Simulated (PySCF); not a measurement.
Compound: C2H5ClO2Si.
Structure used (GFN2-xTB), in Å, numbered top down from 1:
```
atom  x, y, z in Å
C1    -1.9089    0.1270    0.4659
C2    -0.6212    0.3536   -0.2681
O3    -0.4812    1.0385   -1.2421
O4     0.4012   -0.3043    0.2833
Si5    1.9507   -0.2532   -0.3009
Cl6    2.8802   -1.4430    1.0003
H7    -2.7103    0.6790   -0.0155
H8    -2.1360   -0.9369    0.4724
H9    -1.7959    0.4516    1.4981
H10    1.9764   -0.8188   -1.6398
H11    2.4503    1.1092   -0.2152
```

Vertical excitations from PySCF (density fitting, frozen core in the response, grid level 2 and gas phase unless stated; continuum runs use non-equilibrium linear response for the excitations) on a GFN2-xTB geometry. Reference run:

| settings | S1, eV (f) | S2, eV (f) | S3, eV (f) | S4, eV (f) | S5, eV (f) | S6, eV (f) | T1, eV (Tamm–Dancoff) | mean α (au) |
| --- | --- | --- | --- | --- | --- | --- | --- | --- |
| PBE0/def2-SVPD, full TDDFT, 6 singlets | 5.84 (0.001) | 7.34 (0.028) | 7.69 (0.008) | 7.91 (0.015) | 7.97 (0.051) | 8.16 (0.001) | 5.28 | 67.7 |

Task: What do these settings give: (1) CAM-B3LYP/def2-SVPD, full TDDFT, 12 singlets; (2) PBE0/pcseg-1, fitting basis def2-universal-jkfit, full TDDFT, 12 singlets?

Result: 
| settings | S1, eV (f) | S2, eV (f) | S3, eV (f) | S4, eV (f) | S5, eV (f) | S6, eV (f) | T1, eV (Tamm–Dancoff) | mean α (au) |
| --- | --- | --- | --- | --- | --- | --- | --- | --- |
| CAM-B3LYP/def2-SVPD, full TDDFT, 12 singlets | 5.87 (0.001) | 7.76 (0.031) | 8.09 (0.019) | 8.23 (0.042) | 8.33 (0.000) | 8.50 (0.001) | 5.35 | 67.2 |
| PBE0/pcseg-1, fitting basis def2-universal-jkfit, full TDDFT, 12 singlets | 5.92 (0.001) | 7.41 (0.025) | 7.98 (0.015) | 8.04 (0.016) | 8.17 (0.031) | 8.44 (0.000) | – | 55.4 |

(1) S1 moves by +0.03 eV (CAM-B3LYP has range-separated exact exchange, PBE0 25 % exact exchange). (2) S1 moves by +0.08 eV. States are counted by energy in each run and needn't keep their character from row to row.

Task: Which orbital pairs make up S1 in each run, and how does it sit against the orbital gap?

Result: 
```csv
settings,S1 configurations (weight),S1 (eV),orbital gap (eV),S1 − gap (eV)
"PBE0/def2-SVPD, full TDDFT, 6 singlets",H→L 0.98,5.84,8.17,-2.33
"CAM-B3LYP/def2-SVPD, full TDDFT, 12 singlets",H→L+1 0.94,5.87,10.82,-4.95
"PBE0/pcseg-1, fitting basis def2-universal-jkfit, full TDDFT, 12 singlets",H→L 0.98,5.92,8.28,-2.36
```

One conformer stands for the species.
